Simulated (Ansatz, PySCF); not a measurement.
Dimer: H2O (SMILES O) (first 3 atoms) with ClH3Si (SMILES [SiH3]Cl); geometry from B3LYP-D3(BJ)/def2-TZVP, rigid monomers moved along the line of their centres of mass till O1···Si4 is 3.69 Å.
(charge 0, multiplicity 1):
```csv
atom,x (Å),y (Å),z (Å)
O,0.0965,-0.3812,0.0761
H,0.7854,-0.9540,-0.2767
H,0.5661,0.3263,0.5339
Si,-0.4323,-0.9031,3.6887
Cl,0.9510,0.6527,3.6085
H,-0.6950,-1.1465,5.1221
H,0.1696,-2.0991,3.0756
H,-1.6626,-0.4801,3.0025
```

Interaction energies are E(AB) − E(A) − E(B) at the monomers' geometry in the complex; basis-set methods are counterpoise corrected. Rows marked so take none.

Rows in 3-21G, 6-31G* carry no dispersion term and start afresh at each structure (6-31G* with six Cartesian d functions).

Codes used: Ansatz (Gaussian orbitals); PySCF for 3-21G rows, 6-31G* rows, the dispersion terms. 

Q: Give the interaction energy at the level M06-2X/6-31G* (no counterpoise).

A: -4.5 kcal/mol

Q: What is the computed interaction energy (PBE0-D3(BJ)/def2-TZVPPD)?

A: -2.5 kcal/mol

Q: Give the interaction energy at the level HF/3-21G (no counterpoise).

A: -5.8 kcal/mol

Ansatz is a first-principles code.
